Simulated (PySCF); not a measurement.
aminoborane cation (BH₄N), SMILES BN (connectivity only; charge and spin as stated), charge +1, multiplicity 2.

Coordinates come from a ωB97X-D3(BJ)/def2-TZVP optimisation. The spin state was assumed, not searched.

These are TDA-CAM-B3LYP/def2-TZVPD (PySCF) values and carry that method's errors.

Vertical excitations. The molecule is in vacuum.

Computed excitation energies, oscillator strengths and character:
| state | energy (eV) | λ (nm) | f | main pairs |
|---|---|---|---|---|
| root 1 | 4.80 | 258 | 0.149 | β HOMO→LUMO 96 % |
| root 2 | 5.07 | 245 | 0.000 | α HOMO→LUMO 92 %, β HOMO→LUMO+1 6 % |
| root 3 | 5.08 | 244 | 0.021 | β HOMO−1→LUMO 92 % |
| root 4 | 6.36 | 195 | 0.000 | α HOMO→LUMO 6 %, β HOMO→LUMO+1 92 % |
| root 5 | 7.12 | 174 | 0.003 | α HOMO−1→LUMO 28 %, β HOMO−1→LUMO+1 70 % |
| root 6 | 7.69 | 161 | 0.000 | β HOMO−2→LUMO 99 % |
| root 7 | 8.60 | 144 | 0.028 | β HOMO−3→LUMO 92 % |
| root 8 | 8.64 | 143 | 0.047 | α HOMO−1→LUMO 70 %, β HOMO−1→LUMO+1 28 % |
| root 9 | 8.70 | 143 | 0.000 | α HOMO−2→LUMO 96 % |
| root 10 | 8.98 | 138 | 0.002 | α HOMO→LUMO+1 93 % |
Unrestricted roots are not spin-pure.
